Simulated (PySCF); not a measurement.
# One molecule, several mistakes: AlCGeH7N

All numbers below are calculated, not measured. They come from PySCF 2.14.0, an open-source quantum chemistry program, on an isolated molecule that a program drew, which may never have been made. The molecule is AlCGeH7N (charge 0, doublet), drawn as the SMILES string `N[C]([AlH2])[GeH3]`.

Each row is a Hartree-Fock (HF) and frozen-core CCSD(T) single point in the cc-pV(D+d)Z basis, meant for a local HF minimum. Run 1 is clean. Each other run has one planted mistake out of seven kinds, and not every kind appears here: one electron removed, one electron added, multiplicity raised by two, geometry at a saddle point, minimal basis STO-3G, one bond length entered in bohr, all coordinates scaled. The reference is restricted for singlets and unrestricted otherwise, and also for a bond in bohr. Adding or removing an electron swaps singlet and doublet. Electrons count all cores. HOMO and LUMO are orbital energies over both spins, the gradient is its largest component, and the lowest frequency (negative if imaginary) is given only where the gradient is small. Bond lengths are over the 10 bonds as drawn. T1 is the CCSD diagnostic: over 0.02 (restricted) or 0.045 (unrestricted) a single reference is doubtful. Germanium has the cc-pVDZ-PP basis, with a core potential (ECP10MDF) in place of its 10 inner electrons, and its 3s, 3p and 3d shells are frozen in CCSD(T).

Geometry of the clean run:
```xyz
11
AlCGeH7N, angstrom
N    -2.4145   -0.9079    0.5649
C    -1.2066   -0.6741    1.2012
Al    0.1483   -2.0359    1.3336
Ge   -1.0900    1.0783    2.0659
H    -2.4843   -1.7078   -0.0334
H    -2.9470   -0.1304    0.2249
H    -0.0860   -3.4118    0.5789
H     1.4611   -1.7575    2.1666
H     0.3734    1.4519    2.3143
H    -1.8413    1.1047    3.4059
H    -1.7378    2.1324    1.1481
```

| run | electrons | basis functions | <S^2> | HOMO (eV) | LUMO (eV) | gradient (hartree/bohr) | lowest frequency (cm^-1) | mean bond (Å) | longest bond (Å) | T1 | HF (hartree) | CCSD(T) (hartree) | mistake |
|---|---|---|---|---|---|---|---|---|---|---|---|---|---|
| 1 | 65 | 109 | 0.760 | -7.74 | 1.14 | 1.3e-05 | 80 | 1.5045 | 1.958 | 0.0208 | -631.63571 | -632.16980 | no fault |
| 2 | 65 | 109 | 1.557 | -7.83 | 1.27 | 1.0e-02 | - | 1.6451 | 2.985 | 0.0512 | -631.53635 | -632.06170 | one bond length entered in bohr |
| 3 | 65 | 109 | 0.764 | -8.00 | 0.92 | 4.1e-02 | - | 1.5948 | 2.075 | 0.0249 | -631.60449 | -632.14818 | all coordinates scaled |
| 4 | 65 | 109 | 3.780 | -4.17 | -2.21 | 8.6e-02 | - | 1.5045 | 1.958 | 0.0293 | -631.44379 | -631.96583 | ? |
| 5 | 64 | 109 | 0.000 | -16.08 | -5.17 | 1.2e-01 | - | 1.5045 | 1.958 | 0.0202 | -631.40341 | -631.93116 | ? |

**Which mistake was planted in run 4, and what did it cost?**

Electrons, basis and geometry are unchanged, and <S^2> is 3.780, beside S(S+1) = 3.75 for a multiplicity of 4. So the mistake is: multiplicity raised by two. Subtracting run 1 and multiplying by 627.51 kcal/mol a hartree, the energy moved by 120.4 kcal/mol in HF and 128.0 kcal/mol in CCSD(T).

**Which mistake was planted in run 5, and what did it cost?**

It counts 64 electrons, one fewer than the clean run, at the same geometry and basis. So the mistake is: one electron removed. Subtracting run 1 and multiplying by 627.51 kcal/mol a hartree, the energy moved by 145.8 kcal/mol in HF and 149.7 kcal/mol in CCSD(T).

Cautions from the logs. Run 2: T1 is over the limit, so its CCSD(T) energy is less reliable; run 5: T1 is over the limit, so its CCSD(T) energy is less reliable.
